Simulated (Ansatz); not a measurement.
One change: `FCC(F)C(F)(F)OC(F)F` becomes `FC[C@@H](F)[C@@H](F)OC(F)F`.

Ansatz, PBE0-D4/def2-TZVP geometries, multiplicity 1. Each molecule was computed in one conformer, which needn't be the lowest.

| property | `FCC(F)C(F)(F)OC(F)F` |
| --- | --- |
| HOMO energy (ωB97M-V/def2-TZVPP) / eV | -12.49 |
| ideal-gas entropy at 298 K and 1 bar (rigid rotor, harmonic PBE0-D4/def2-TZVP) / J/(mol·K) | 433 |
| HOMO–LUMO gap (PBE/def2-TZVPP) / eV | 8.10 |
| size of the dipole moment (PBE/def2-TZVPP) / D | 0.82 |
| LUMO energy (ωB97M-V/def2-TZVPP) / eV | 2.87 |
| HOMO energy (PBE0/def2-TZVPP) / eV | -10.07 |

Q: What does the change do to each property? (Best estimate.)

A: Ansatz gave: 
```tsv
property	`FC[C@@H](F)[C@@H](F)OC(F)F`	shift
HOMO energy (ωB97M-V/def2-TZVPP) / eV	-12.11	0.38
ideal-gas entropy at 298 K and 1 bar (rigid rotor, harmonic PBE0-D4/def2-TZVP) / J/(mol·K)	427	-6
HOMO–LUMO gap (PBE/def2-TZVPP) / eV	8.14	0.04
size of the dipole moment (PBE/def2-TZVPP) / D	1.53	0.71
LUMO energy (ωB97M-V/def2-TZVPP) / eV	2.80	-0.07
HOMO energy (PBE0/def2-TZVPP) / eV	-9.70	0.37
```

With PBE0 the HOMO rises by 0.37 eV and the LUMO rises by 0.18 eV, so the gap narrows by about 0.19 eV. PBE moves the HOMO by 0.32 eV and ωB97M-V by 0.38 eV. Dipoles are sizes alone; their direction can turn. Modes under 60 cm⁻¹, often nearly free rotors, make the harmonic entropy too high.

Positive LUMOs are unbound, so they and the gaps depend on the basis.
